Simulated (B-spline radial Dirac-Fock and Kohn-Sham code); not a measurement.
**Diagram lines of Tc²⁺**

System: the Tc²⁺ ion in the configuration 1s2 2s2 2p6 3s2 3p6 3d10 4s2 4p6 4d5, inside a Watson sphere of charge -2 and radius 1.6 Å (a model of the Madelung potential; inside it an electron's potential energy is raised by 18.0 eV).

Calculated with an atomic code on a B-spline grid, using Dirac-Fock ΔSCF + Breit + QED. A line energy is the difference of two single-hole energies; the list is a selection of electric-dipole transitions between resolved j subshells. No correlation.

```
        line  energy (eV)  wavelength (Å)
 Kβ2' (K-N3)      21004.6         0.59027
Kβ2'' (K-N2)      21001.6         0.59036
  Kβ1 (K-M3)      20614.5         0.60144
  Kβ3 (K-M2)      20594.5         0.60203
  Kα1 (K-L3)      18365.6         0.67509
  Kα2 (K-L2)      18249.2         0.67940
 Lγ3 (L1-N3)       3009.4          4.1199
 Lγ2 (L1-N2)       3006.4          4.1240
 Lγ5 (L2-N1)       2721.5          4.5558
 Lβ3 (L1-M3)       2619.3          4.7334
 Lβ6 (L3-N1)       2605.0          4.7595
 Lβ4 (L1-M2)       2599.3          4.7699
 Lβ1 (L2-M4)       2538.3          4.8846
 Lα1 (L3-M5)       2425.4          5.1118
 Lα2 (L3-M4)       2421.8          5.1195
  Lη (L2-M1)       2247.3          5.5171
  Lℓ (L3-M1)       2130.8          5.8187
 Mζ2 (M4-N2)        214.2          57.889
 Mζ1 (M5-N3)        213.5          58.079
```
